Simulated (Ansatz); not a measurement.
Geometry optimisation, Ansatz 0.2.0, RKS PBE0-D4/6-31G.

Input:

```yaml
crystal:
  periodic: [false, false, false]
  atoms:
    - { symbol: C, position_ang: [-1.3529, -1.8265, -0.1915] }
    - { symbol: Si, position_ang: [-0.0717, -1.6828, 1.0989] }
    - { symbol: S, position_ang: [0.2769, 0.3738, 1.6205] }
    - { symbol: C, position_ang: [1.0888, 0.8398, 0.0165] }
    - { symbol: Al, position_ang: [1.6656, 2.6729, -0.0034] }
    - { symbol: Si, position_ang: [-0.2208, 1.7086, -1.085] }
    - { symbol: H, position_ang: [-1.6491, -2.8416, -0.362] }
    - { symbol: H, position_ang: [-2.2549, -1.1988, 0.1286] }
    - { symbol: H, position_ang: [-1.0228, -1.3346, -1.1121] }
    - { symbol: H, position_ang: [1.1674, -2.3005, 0.6185] }
    - { symbol: H, position_ang: [-0.5276, -2.4061, 2.3173] }
    - { symbol: H, position_ang: [1.702, 0.0987, -0.4537] }
    - { symbol: H, position_ang: [2.6008, 3.8925, 0.412] }
    - { symbol: H, position_ang: [-1.4641, 2.2508, -0.4493] }
    - { symbol: H, position_ang: [0.0407, 1.7029, -2.526] }
basis:
  gaussian: { orbitals: "6-31G" }
hamiltonian:
  xc: pbe0
  dispersion: d4
relax:
  f_tol: 0.02
  max_steps: 50
output:
  orbitals: {}
```

Launched with:

```bash
$ ansatz run input.yaml --threads 2 --pin off --max-ram 3072MiB --backend cpu --events-out ev --progress --plain --runs-dir out
```

**Question.** Where does it end, and by what steps?

**Answer.** The run converged. Limits of this set-up: no polarisation functions. After 33 steps the energy has fallen by 1.133 eV; H14 moved furthest, 3.00 Å. Joined: S3–Al5.

| step | energy less start (eV) | largest force component (eV/Å) | accepted |
| --- | --- | --- | --- |
| 0 | 0.0000 | 2.042 | yes |
| 2 | -0.8220 | 0.693 | yes |
| 4 | -0.8645 | 0.121 | yes |
| 6 | -0.8779 | 0.136 | yes |
| 8 | -0.8838 | 0.089 | yes |
| 10 | -0.8870 | 0.080 | yes |
| 12 | -0.8907 | 0.094 | yes |
| 14 | -0.8944 | 0.121 | yes |
| 16 | -0.8983 | 0.161 | yes |
| 18 | -0.9102 | 0.327 | yes |
| 20 | -0.9340 | 0.376 | yes |
| 22 | -1.0014 | 0.310 | yes |
| 24 | -1.0531 | 0.336 | yes |
| 26 | -1.0938 | 0.188 | yes |
| 28 | -1.1210 | 0.217 | yes |
| 30 | -1.1305 | 0.133 | yes |
| 32 | -1.1330 | 0.035 | yes |
| 33 | -1.1333 | 0.014 | yes |

```xyz
15
Properties=species:S:1:pos:R:3
C -1.923 -1.176 0.572
Si -0.096 -1.664 0.727
S 1.180 0.133 1.281
C 1.855 1.002 -0.304
Al 0.627 2.426 0.381
Si 0.449 1.182 -1.639
H -2.530 -2.056 0.334
H -2.282 -0.752 1.514
H -2.057 -0.432 -0.218
H 0.485 -2.231 -0.533
H 0.128 -2.605 1.875
H 2.897 0.759 -0.483
H 0.543 3.625 1.425
H -0.338 -0.050 -2.017
H 1.041 1.787 -2.885
```

Whether the end is a true minimum wasn't checked by a vibrational analysis.

Time of the run: 2.6 min on 2 threads of Arm Neoverse V1 (shared host), peak memory 0.25 GiB.
